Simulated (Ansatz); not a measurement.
CoF₃: single points at one geometry.

```yaml
crystal:
  periodic: [false, false, false]
  atoms:
    - {symbol: Co, position_ang: [0.084612, -0.149014, 0.001822]}
    - {symbol: F, position_ang: [1.746863, 0.205945, 0.012583]}
    - {symbol: F, position_ang: [-0.753983, 1.332292, -0.024952]}
    - {symbol: F, position_ang: [-1.077492, -1.389224, 0.010548]}
basis:
  gaussian: {orbitals: def2-TZVP, initial_orbitals: start.molden}
magnetization: {spin_polarized: true, initial_magnetization: 2}
hamiltonian: {xc: r2scan, dispersion: d4}
scf: {omitted_lower_state_checks: [starts]}
output: {orbitals: {seedname: orbitals}}
```

The file start.molden holds the orbitals of an earlier run on this structure, at another level or in another basis.

```sh
$ ansatz run in.yaml --threads 2 --pin off --events-out ev --progress --plain --max-ram 4352MiB
```

Shortened log:

```
Functional definition: r2SCAN
  name "r2SCAN"
  cite "Furness, Kaplan, Ning, Perdew & Sun, J. Phys. Chem. Lett. 11, 8208 (2020) doi:10.1021/acs.jpclett.0c02405"
  cite "Furness, Kaplan, Ning, Perdew & Sun, J. Phys. Chem. Lett. 11, 9248 (2020) doi:10.1021/acs.jpclett.0c03077"
  parent r2scan
  parameter k0 = 0.174
  parameter k1 = 0.065
  parameter a1 = 4.9479
  exchange = r2scan_x(k0 = k0, k1 = k1, a1 = a1)
  correlation = r2scan_c
these checks for a lower state are left out or cut short: starts
922 factors; their error is unknown
mean field evaluation 1: about -45779.0037 eV, gradient 4.8e0 eV
mean field evaluation 2: about -45779.1042 eV, gradient 2.2e-1 eV
mean field evaluation 4: about -45779.0923 eV, gradient 1.8e-1 eV
mean field evaluation 8: about -45779.0908 eV, gradient 2.0e-1 eV
mean field evaluation 16: about -45779.0953 eV, gradient 1.3e-2 eV
mean field -45779.09532109 eV, -1682.3507228649 hartree, gradient 8.4e-6 eV, S^2 2.431740; 0 other end points of the search recorded, 0 dependent functions left out
reference -45779.09533219 eV, -1682.3507232726 hartree; 28, 26 occupied and 110, 112 virtual orbitals, 922 factors
Total energy: -45779.10655179 eV, -1682.3511355855 hartree
Checks for a lower state left out: starts
```

It took 20 s on 2 threads of Intel Xeon 6975P-C on a shared host.

The first input with `hamiltonian: {xc: {name: CAM-B3LYP}, dispersion: d4}` (abridged; 9.5 s):

```
Functional definition: CAM-B3LYP
mean field -45782.53808533 eV, -1682.4772421169 hartree, gradient 5.3e-6 eV, S^2 2.389040
Total energy: -45782.57973734 eV, -1682.4787728002 hartree
Checks for a lower state left out: starts
```

As the first input, with `hamiltonian: {xc: {name: revPBE}, dispersion: d4}` (abridged; 4.8 s):

```
Functional definition: revPBE
mean field evaluation 16: about -45777.3794 eV, gradient 1.0e-3 eV
mean field -45777.37944877 eV, -1682.2876657199 hartree, gradient 8.8e-6 eV, S^2 2.379040
Total energy: -45777.52944364 eV, -1682.2931779298 hartree
Checks for a lower state left out: starts
```

First input, but with `hamiltonian: {xc: {name: wB97X-V}}` (abridged; 22 s):

```
Functional definition: wB97X-V
mean field evaluation 16: about -45774.8409 eV, gradient 1.1e-5 eV
mean field -45774.84088386 eV, -1682.1943751804 hartree, gradient 9.9e-6 eV, S^2 2.323966
Total energy: -45774.84088229 eV, -1682.1943751225 hartree
Checks for a lower state left out: starts
```

First input, but with `hamiltonian: {xc: pbe}`, `correlation: {method: rpa}` and without the key `output` (abridged; 12 s):

```
Functional definition: PBE
mean field evaluation 16: about -45768.8941 eV, gradient 3.0e-3 eV
mean field -45768.89412512 eV, -1681.9758358274 hartree, gradient 6.3e-8 eV, S^2 2.378045
8 core orbitals not correlated: weight in the atoms' cores, before any rotation towards them, 1.000 or more for the frozen orbitals, at most 0.000 for the correlated occupied ones
Total energy: -45758.62663996 eV, -1681.5985127075 hartree
Checks for a lower state left out: starts
```

As the first input, with `hamiltonian: {xc: hse06, dispersion: d4}` (abridged; 7.5 s):

```
Functional definition: HSE06
mean field -45767.44467849 eV, -1681.9225696465 hartree, gradient 9.5e-6 eV, S^2 2.413102
Total energy: -45767.48298974 eV, -1681.9239775589 hartree
Checks for a lower state left out: starts
```

As the first input, with `hamiltonian: {xc: {name: r2SCAN0}, dispersion: d4}` (abridged; 16 s):

```
Functional definition: r2SCAN0
mean field evaluation 16: about -45775.9716 eV, gradient 2.7e-6 eV
mean field -45775.97164669 eV, -1682.2359299478 hartree, gradient 1.7e-6 eV, S^2 2.490696
Total energy: -45775.98494186 eV, -1682.2364185364 hartree
Checks for a lower state left out: starts
```

Geometry: PBE0-D4/def2-TZVP.

HSE06 is defined as in plane-wave codes, on full-range PBE exchange. Correlated methods freeze 8 core orbitals; core or outer-core shells of Co are correlated, in sets that lack core-valence functions. At r2SCAN-D4/def2-TZVP, CAM-B3LYP-D4/def2-TZVP, revPBE-D4/def2-TZVP, ωB97X-V/def2-TZVP and others the charge 0 triplet is spin-contaminated (final ⟨S²⟩ up to 2.49, 2.00 for a pure state). At PBE0-D4/def2-TZVP a quintet of charge 0 lies 0.99 eV below the triplet, each at its own geometry.
